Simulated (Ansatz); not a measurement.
# AsF3 (SMILES F[As](F)F): how far must the basis set go?

The species is AsF3 (4 atoms), meant as a singlet with charge 0. As SMILES, `F[As](F)F`. Geometry: relaxed at PBE0-D4/def2-TZVP.

```tsv
atom	x (Å)	y (Å)	z (Å)
F	-0.4459	0.3956	1.3626
As	-0.4620	-0.4572	-0.1256
F	1.2040	-0.8659	-0.1127
F	-0.2962	0.9276	-1.1243
```

Program: Ansatz 0.2.0. Method: MP2. Swept: basis set. Watched: the electronic atomisation energy. Each run: energy, 12 core orbitals frozen. Hardware: 1 thread of Arm Neoverse V1, shared host.

The last row is the best point of the sweep, not the limit.

| basis set | basis functions | value (eV) | from the best (eV) | wall time |
| --- | --- | --- | --- | --- |
| pc-0 | 49 | 11.8281 | -2.9890 | 0.44 s |
| pc-1 | 69 | 12.6454 | -2.1716 | 1 s |
| pc-2 | 133 | 14.5217 | -0.2953 | 2.9 s |
| pc-3 | 260 | 14.8171 | 0.0000 | 18 s |

Over the sweep the value spans 2.9890 eV.
